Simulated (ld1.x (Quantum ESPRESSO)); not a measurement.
**S (Z = 16): PAW pseudisation with PBE, non-relativistic reference atom.**

Input for ld1.x (Quantum ESPRESSO) 7.5:

```
&input
   title='S', zed=16., rel=0, dft='PBE', iswitch=3,
   config='[Ne] 3s2 3p4 3d-2',
   nld=3, rlderiv=1.35, eminld=-3.0, emaxld=5.0, deld=0.02
 /
 &inputp
   pseudotype=3, lpaw=.true., tm=.true., lloc=-1, rcloc=1.00,
   nlcc=.true., new_core_ps=.true., rcore=0.80,
   which_augfun='PSQ', rmatch_augfun_nc=.true.,
   file_pseudopw='S.UPF', file_wfcaegen='ae.wfc', file_wfcncgen='nc.wfc', file_beta='beta', file_chi='chi', file_wfcusgen='us.wfc'
 /
6
3S  1  0   2.00   0.00  1.15  1.25  0.0
3S  1  0   0.00   3.55  1.15  1.25  0.0
3P  2  1   4.00   0.00  1.10  1.25  0.0
3P  2  1   0.00   0.45  1.10  1.25  0.0
3D  3  2  -2.00   0.40  0.95  1.10  0.0
3D  3  2  -2.00   1.55  0.95  1.10  0.0
 &test
   configts(1)='3s2 3p4'
 /
```

Command:

```bash
ld1.x < S.in > S.out
```

Output (shortened: banner, matrices, multipoles, cross overlaps and the repeated all-electron block are left out):

```
Program LD1 v.7.5
     --------------------------- All-electron run ----------------------------

     S

     atomic number is 16.00
     dft =PBE   lsd =0 sic =0 latt =0  beta=0.20 tr2=1.0E-14
     Exchange-correlation= PBE
                           (   1   4   3   4   0   0   0)
     mesh =1151 r(mesh) =  99.72449 a.u. xmin = -7.00 dx = 0.01250
     1 Ry =  13.60569312 eV

     n l     nl                  e(Ry)          e(Ha)          e(eV)
     1 0     1S 1( 2.00)      -176.2179       -88.1090     -2397.5669
     2 0     2S 1( 2.00)       -15.4662        -7.7331      -210.4285
     2 1     2P 1( 6.00)       -11.5019        -5.7509      -156.4912
     3 0     3S 1( 2.00)        -1.2600        -0.6300       -17.1434
     3 1     3P 1( 4.00)        -0.5161        -0.2580        -7.0213

     final scf error:  9.4E-15 reached in  25 iterations

     Etot =    -795.831310 Ry,    -397.915655 Ha,  -10827.836584 eV

     Ekin =     794.794364 Ry,     397.397182 Ha,   10813.728216 eV
     Encl =   -1893.559534 Ry,    -946.779767 Ha,  -25763.189925 eV
     Eh   =     353.694887 Ry,     176.847443 Ha,    4812.264091 eV
     Exc  =     -50.761028 Ry,     -25.380514 Ha,    -690.638966 eV

     normalization and overlap integrals

     s(1S/1S) =  1.000000  <r> =   0.0973  <r2> =    0.0127  r(max) =   0.0641
     s(2S/2S) =  1.000000  <r> =   0.4811  <r2> =    0.2753  r(max) =   0.3877
     s(2P/2P) =  1.000000  <r> =   0.4432  <r2> =    0.2455  r(max) =   0.3254
     s(3S/3S) =  1.000000  <r> =   1.7003  <r2> =    3.3654  r(max) =   1.4225
     s(3P/3P) =  1.000000  <r> =   2.0716  <r2> =    5.1752  r(max) =   1.6119

     ------------------------ End of All-electron run ------------------------

     --------------------- Generating PAW atomic setup --------------------

      Generating local potential from pseudized AE potential:
      Matching radius rcloc =   1.0000

      Local pseudo, rcloc= 1.002 Estimated cut-off energy=    23.56 Ry

      Computing core charge for nlcc:

       r > 0.80 : true rho core
      Core charge pseudized with two Bessel functions
      Integrated core pseudo-charge :   5.89
      Wfc-us  3S rcutus= 1.255  Estimated cut-off energy=    26.95 Ry
      Wfc-us  3S rcutus= 1.255  Estimated cut-off energy=    34.70 Ry
      Wfc-us  3P rcutus= 1.255  Estimated cut-off energy=    45.42 Ry
      Wfc-us  3P rcutus= 1.255  Estimated cut-off energy=    46.70 Ry
      Wfc-us  3D rcutus= 1.108  Estimated cut-off energy=    86.45 Ry
      Wfc-us  3D rcutus= 1.108  Estimated cut-off energy=    88.06 Ry

     Required augmentation: PSQ   radius:    1.250000

     Q pseudized with Bessel functions
     Expected ecutrho=     439.2735 due to l1=  2   l2=  2

     Estimated PAW energy =  -65.796374 Ryd

     ------------------- End of pseudopotential generation -------------------

     Computing logarithmic derivative in   1.34471
     Computing logarithmic derivative in   1.34471
     Computing the partial wave expansion
     R is outside the sphere for l=    0 j= 0.00
     R is outside the sphere for l=    0 j= 0.00
     R is outside the sphere for l=    1 j= 0.00
     R is outside the sphere for l=    1 j= 0.00
     R is outside the sphere for l=    2 j= 0.00
     R is outside the sphere for l=    2 j= 0.00

     ---------------------- Testing the pseudopotential ----------------------

     S

     atomic number is 16.00   valence charge is  6.00
     dft = SLA  PW   PBX  PBC   lsd =0 sic =0 latt =0  beta=0.20 tr2=1.0E-14
     mesh =1151 r(mesh) =  99.72449 xmin = -7.00 dx = 0.01250

     n l     nl             e AE (Ry)        e PS (Ry)    De AE-PS (Ry)
     1 0     3S   1( 2.00)       -1.26002       -1.26002        0.00000
     2 1     3P   1( 4.00)       -0.51605       -0.51605       -0.00000

     eps = 2.1E-16  iter =  3

     Etot =    -795.831310 Ry,    -397.915655 Ha,  -10827.836584 eV
     Etotps =   -65.796375 Ry,     -32.898187 Ha,    -895.205281 eV

     Ekin =      26.131417 Ry,      13.065708 Ha,     355.536035 eV
     Encl =     -57.997255 Ry,     -28.998628 Ha,    -789.092856 eV
     Ehrt =      16.830492 Ry,       8.415246 Ha,     228.990508 eV
     Ecxc =     -50.761028 Ry,     -25.380514 Ha,    -690.638968 eV
     (Ecc =     -14.532495 Ry,      -7.266247 Ha,    -197.724661 eV)

     ---------------------- End of pseudopotential test ----------------------
```

Generation and configuration tests took about 1.3 s on one core of a shared server CPU.

Transferability test of the new file with ld1.x, input:

```
&input
   title='S', zed=16., rel=0, dft='PBE', iswitch=2,
   config='[Ne] 3s2 3p4 3d-2'
 /
 &test
   file_pseudo='S.UPF', nconf=8,
   configts(1)='3s2 3p4',
   configts(2)='3s2 3p3',
   configts(3)='3s2 3p2',
   configts(4)='3s2 3p1',
   configts(5)='3s0 3p6',
   configts(6)='3s1 3p4',
   configts(7)='3s2 3p0',
   configts(8)='3s2 3p4.3'
 /
```

```bash
ld1.x < S.test.in > S.test.out
```

Pseudopotential blocks of its output, shortened (energy terms left out):

```
     ---------------------- Testing the pseudopotential ----------------------

     n l     nl             e AE (Ry)        e PS (Ry)    De AE-PS (Ry)
     1 0     3S   1( 2.00)       -1.26002       -1.26002        0.00000
     2 1     3P   1( 4.00)       -0.51605       -0.51605       -0.00000

     eps = 2.1E-16  iter =  3

     Etot =    -795.831310 Ry,    -397.915655 Ha,  -10827.836584 eV
     Etotps =   -65.796375 Ry,     -32.898187 Ha,    -895.205281 eV

     ---------------------- End of pseudopotential test ----------------------

          ---------------------- Testing the pseudopotential ----------------------

     n l     nl             e AE (Ry)        e PS (Ry)    De AE-PS (Ry)
     1 0     3S   1( 2.00)       -2.02172       -2.02183        0.00011
     2 1     3P   1( 3.00)       -1.23538       -1.23546        0.00008

     eps = 4.9E-15  iter = 11

     Etot =    -794.965313 Ry,    -397.482657 Ha,  -10816.054098 eV
     Etotps =   -64.930349 Ry,     -32.465175 Ha,    -883.422409 eV
     dEtot_ae =       0.865997 Ry
     dEtot_ps =       0.866025 Ry,   Delta E=      -0.000028 Ry

     ---------------------- End of pseudopotential test ----------------------

          ---------------------- Testing the pseudopotential ----------------------

     n l     nl             e AE (Ry)        e PS (Ry)    De AE-PS (Ry)
     1 0     3S   1( 2.00)       -2.88528       -2.88600        0.00071
     2 1     3P   1( 2.00)       -2.05709       -2.05770        0.00061

     eps = 4.4E-15  iter =  9

     Etot =    -793.326602 Ry,    -396.663301 Ha,  -10793.758288 eV
     Etotps =   -63.291344 Ry,     -31.645672 Ha,    -861.122606 eV
     dEtot_ae =       2.504709 Ry
     dEtot_ps =       2.505030 Ry,   Delta E=      -0.000322 Ry

     ---------------------- End of pseudopotential test ----------------------

          ---------------------- Testing the pseudopotential ----------------------

     n l     nl             e AE (Ry)        e PS (Ry)    De AE-PS (Ry)
     1 0     3S   1( 2.00)       -3.82802       -3.83052        0.00249
     2 1     3P   1( 1.00)       -2.96036       -2.96258        0.00222

     eps = 8.6E-15  iter =  8

     Etot =    -790.823966 Ry,    -395.411983 Ha,  -10759.708201 eV
     Etotps =   -60.787408 Ry,     -30.393704 Ha,    -827.054824 eV
     dEtot_ae =       5.007344 Ry
     dEtot_ps =       5.008966 Ry,   Delta E=      -0.001622 Ry

     ---------------------- End of pseudopotential test ----------------------

          ---------------------- Testing the pseudopotential ----------------------

     n l     nl             e AE (Ry)        e PS (Ry)    De AE-PS (Ry)
     1 0     3S   1( 0.00)       -1.35404       -1.35416        0.00012
     2 1     3P   1( 6.00)       -0.59336       -0.59339        0.00003

     eps = 1.0E-15  iter = 11

     Etot =    -794.326077 Ry,    -397.163039 Ha,  -10807.356848 eV
     Etotps =   -64.291062 Ry,     -32.145531 Ha,    -874.724455 eV
     dEtot_ae =       1.505233 Ry
     dEtot_ps =       1.505313 Ry,   Delta E=      -0.000080 Ry

     ---------------------- End of pseudopotential test ----------------------

          ---------------------- Testing the pseudopotential ----------------------

     n l     nl             e AE (Ry)        e PS (Ry)    De AE-PS (Ry)
     1 0     3S   1( 1.00)       -2.06925       -2.06947        0.00022
     2 1     3P   1( 4.00)       -1.27675       -1.27689        0.00014

     eps = 1.9E-15  iter = 13

     Etot =    -794.175838 Ry,    -397.087919 Ha,  -10805.312739 eV
     Etotps =   -64.140826 Ry,     -32.070413 Ha,    -872.680393 eV
     dEtot_ae =       1.655472 Ry
     dEtot_ps =       1.655549 Ry,   Delta E=      -0.000077 Ry

     ---------------------- End of pseudopotential test ----------------------

          ---------------------- Testing the pseudopotential ----------------------

     n l     nl             e AE (Ry)        e PS (Ry)    De AE-PS (Ry)
     1 0     3S   1( 2.00)       -4.83211       -4.83850        0.00639  !
     2 1     3P   1( 0.00)       -3.92830       -3.93407        0.00578  !

     eps = 9.6E-17  iter =  9

     Etot =    -787.384259 Ry,    -393.692129 Ha,  -10712.908597 eV
     Etotps =   -57.343896 Ry,     -28.671948 Ha,    -780.203457 eV
     dEtot_ae =       8.447051 Ry
     dEtot_ps =       8.452478 Ry,   Delta E=      -0.005427 Ry

     ---------------------- End of pseudopotential test ----------------------

          ---------------------- Testing the pseudopotential ----------------------

     n l     nl             e AE (Ry)        e PS (Ry)    De AE-PS (Ry)
     1 0     3S   1( 2.00)       -1.05713       -1.05713        0.00000
     2 1     3P   1( 4.30)       -0.32538       -0.32538        0.00000

     eps = 4.3E-16  iter =  6

     Etot =    -795.957188 Ry,    -397.978594 Ha,  -10829.549242 eV
     Etotps =   -65.922253 Ry,     -32.961127 Ha,    -896.917949 eV
     dEtot_ae =      -0.125878 Ry
     dEtot_ps =      -0.125879 Ry,   Delta E=       0.000001 Ry

     ---------------------- End of pseudopotential test ----------------------
```
